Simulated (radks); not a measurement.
Task: Species: Gd29+. Configuration: [Ar] 3d10 4s2 4p5 (the NIST ground configuration). Method: scalar-relativistic Kohn-Sham, LB94 model potential, spin-polarised, spherical densities, finite nucleus; open shells are filled with parallel spins first (spin-orbit coupling, left out, can overturn this in heavy ions); Fermi nuclear charge, rms radius 5.1569 fm; computed with a radial shooting solver on a logarithmic mesh with Libxc functionals. Some entries of the table are withheld. Estimate them.

orbital  occ.  eigenvalue (Ry)  r(max) (bohr)  <r^2> (bohr^2)
1s up       1        -3773.298        0.01391       0.0006530
1s down     1        -3773.296        0.01391       0.0006530
2s up       1        -688.3679        0.07890         0.01021
2s down     1        -688.3379        0.07890         0.01021
2p up       3        -621.6546        0.06384        0.008221
2p down     3        -621.6078        0.06384        0.008222
3s up       1        -209.8808         0.2231         0.06668
3s down     1        -209.8610         0.2232         0.06672
3p up       3        -189.1394         0.2186         0.06639
3p down     3        -189.1203         0.2187         0.06643
3d up       5        -162.1584            (1)             (2)
3d down     5        -162.1415            (3)             (4)
4s up       1        -92.87741            (5)          0.2824
4s down     1        -92.78969            (6)          0.2818
4p up       3        -85.29111         0.5008          0.2999
4p down     2        -85.19514         0.5002          0.2993

Result: 
(1) 3d up r(max) (bohr): 0.1779
(2) 3d up <r^2> (bohr^2): 0.05504
(3) 3d down r(max) (bohr): 0.1779
(4) 3d down <r^2> (bohr^2): 0.05507
(5) 4s up r(max) (bohr): 0.4879
(6) 4s down r(max) (bohr): 0.4874
